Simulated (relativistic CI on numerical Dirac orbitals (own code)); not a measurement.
**The spin-orbit constant of Pr³⁺ from its measured fine structure**

Problem. The ground term ³H of Pr³⁺ (4f²5p⁶) has the measured levels J = 4: 0.0, J = 5: 2152.1, J = 6: 4389.1 cm⁻¹ (Martin, Zalubas and Hagan, Atomic Energy Levels: The Rare-Earth Elements, NSRDS-NBS 60 (1978)). Test the interval rule and estimate ζ(4f).

Working.
1. In LS coupling E(J) − E(J − 1) = AJ. The intervals give A = 430.4 (J = 5), 372.8 (J = 6) cm⁻¹.
2. These values spread by 14 % of their mean, from second-order spin-orbit mixing with other terms and from spin-spin terms.
3. The whole width divided by the sum of the upper J values gives a mean A = 399.0 cm⁻¹.
4. For the Hund term of a shell that is less than half full, A = +ζ/2S with 2S = 2, so ζ = 798 cm⁻¹.

Check. The value calculated from Dirac-Coulomb-Breit radial functions of this configuration is ζ = 730 cm⁻¹, 9 % below the estimate from measurement. The same recipe applied to the calculated levels returns 759 cm⁻¹, which shows the bias of the recipe itself. Where the interval rule fails, the estimate is only rough.
